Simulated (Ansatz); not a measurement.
Input file for Ansatz (an electronic-structure program): R-revPBE/def2-TZVPPD on C3H2O (a complex). Files ending in .json are basis or fitting sets from the Basis Set Exchange.

Ansatz 0.2 input:
```yaml
crystal:
  periodic: [false, false, false]
  atoms:
    - {symbol: C, position_ang: [-0.14136296, 0.60135673, -0.49772889]}
    - {symbol: C, position_ang: [0.33868034, -0.29403580, 0.13533121]}
    - {symbol: H, position_ang: [-0.56670585, 1.39547260, -1.06143003]}
    - {symbol: H, position_ang: [0.76126688, -1.08504836, 0.70559523]}
    - {symbol: C, position_ang: [0.10625453, -0.68796116, 3.56064384]}
    - {symbol: O, position_ang: [-0.44833351, 0.04287753, 4.21083598]}
basis:
  gaussian:
    orbitals: def2-TZVPPD.json
hamiltonian:
  xc: {name: revPBE}
scf: {lower_state_search: off}
```

The head of its log:

```
WARN ansatz: RAYON_NUM_THREADS=2 ignored (pool sized by the plan → 2); use --threads N
Functional definition: revPBE
these checks for a lower state are left out or cut short: stability, starts, cluster_reference, orbital_swaps, neighbouring_geometries, increment
integrals: 0.06 GiB planned
824 factors; their error is unknown
mean field: 0.58 GiB planned
mean field evaluation 1: about -5180.3067 eV, gradient 6.2e1 eV
mean field evaluation 2: about -5165.3264 eV, gradient 1.0e2 eV
```

Problem. What total energy does the run end on?

Solution. -190.6706 hartree.
